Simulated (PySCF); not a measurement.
PySCF input file for C5H12Si, SMILES [Si@H]1([C@@H](C)CC1)C, B3LYP/pcSseg-1. Geometry: PBE0-D3(BJ)/def2-SVP. The structure was generated by enumeration; whether it is a known compound was not checked.

```python
import numpy as np
from pyscf import gto, scf, dft
from pyscf.prop.nmr import rks as nmr

mol = gto.M(
    atom='''
    C    -1.67208569   -1.67749057    0.32302419
    C    -0.86430382   -0.56598050   -0.31387216
    C    -1.40779420    0.88442899   -0.19080400
    C    -0.09180692    1.70174505   -0.25590860
    Si    0.77102390    0.13223216    0.36704836
    C     2.42980903   -0.40794299   -0.32479208
    H    -1.80602107   -1.50532246    1.40345920
    H    -1.18092673   -2.65621234    0.20490835
    H    -2.67819622   -1.75977137   -0.12312808
    H    -0.70003293   -0.78041208   -1.38676472
    H    -2.17215968    1.15794695   -0.93932740
    H    -1.87524700    1.01088850    0.80150150
    H     0.19004566    1.91793618   -1.29976901
    H    -0.07206176    2.64326522    0.31016079
    H     0.80454864    0.07549946    1.86624422
    H     2.42565767   -0.37745118   -1.42510377
    H     3.23745232    0.24981960    0.03353857
    H     2.66969624   -1.43599643   -0.01028096
    ''',
    basis='pcSseg-1',
    charge=0,
    spin=0,
    max_memory=1600,
    verbose=3,
)
mf = dft.RKS(mol, xc='b3lyp').density_fit(auxbasis='def2-universal-jkfit')
mf.grids.level = 3
mf.conv_tol = 1e-10
mf.max_cycle = 100
mf.kernel()
n = nmr.NMR(mf)
n.verbose = 2
n.max_cycle_cphf = 60
sigma = n.kernel()
print('atom   isotropic/ppm   span/ppm')
for i, s in enumerate(sigma):
    w = np.linalg.eigvalsh((s + s.T) / 2)
    print(f'{mol.atom_symbol(i):2s}{i + 1:3d} {w.mean():14.3f} {w[2] - w[0]:11.3f}')
```

Program output:

```
converged SCF energy = -487.236610619184
atom   isotropic/ppm   span/ppm
C   1        160.123      33.861
C   2        150.666      34.508
C   3        147.521      38.236
C   4        167.819      32.750
Si  5        333.327      69.859
C   6        180.087       9.321
H   7         30.413       8.997
H   8         30.239      11.061
H   9         30.137      11.085
H  10         30.180       6.181
H  11         28.991      10.868
H  12         29.866       7.182
H  13         30.604       7.718
H  14         30.446      11.397
H  15         26.956       5.861
H  16         31.083       9.816
H  17         31.071      10.987
H  18         31.039      10.646
```

Self-consistency was reached.
